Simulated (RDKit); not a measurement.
Input file for RDKit: MMFF94 on H10Si3 (a complex).

```python
from rdkit import Chem
from rdkit.Chem import AllChem, rdDetermineBonds

blocks = [
'''5

Si   -0.09559862    0.11065983   -0.15922207
H    -0.20768845   -1.14787797    0.61127498
H    -1.44791547    0.59387152   -0.51598119
H     0.68626272   -0.13495584   -1.39233219
H     0.59194405    1.12906298    0.66522949
''',
'''8

Si    0.90472711   -0.88339203    3.80382471
Si   -0.78203885    0.74549045    3.78194653
H     0.31692644   -2.23260008    3.62243521
H     1.61395711   -0.84684032    5.10654502
H     1.89049451   -0.64340485    2.72399716
H    -1.62715211    0.62024697    2.57021659
H    -0.18916473    2.10433682    3.80574406
H    -1.65107608    0.58536787    4.97365151
''',
]
mol = None
for b in blocks:
    f = Chem.MolFromXYZBlock(b)
    rdDetermineBonds.DetermineBonds(f, charge=0)
    mol = f if mol is None else Chem.CombineMols(mol, f)
Chem.SanitizeMol(mol)
print(Chem.MolToSmiles(Chem.RemoveHs(mol)))
ff = AllChem.MMFFGetMoleculeForceField(mol, AllChem.MMFFGetMoleculeProperties(mol), nonBondedThresh=100.0, ignoreInterfragInteractions=False)
e = ff.CalcEnergy()
print(f'MMFF94 energy {e:.6f} kcal/mol')
```

Program output:

```
[SiH3][SiH3].[SiH4]
MMFF94 energy 24.871298 kcal/mol
```

The run finished.

Cost: roughly 0.04 core-seconds.
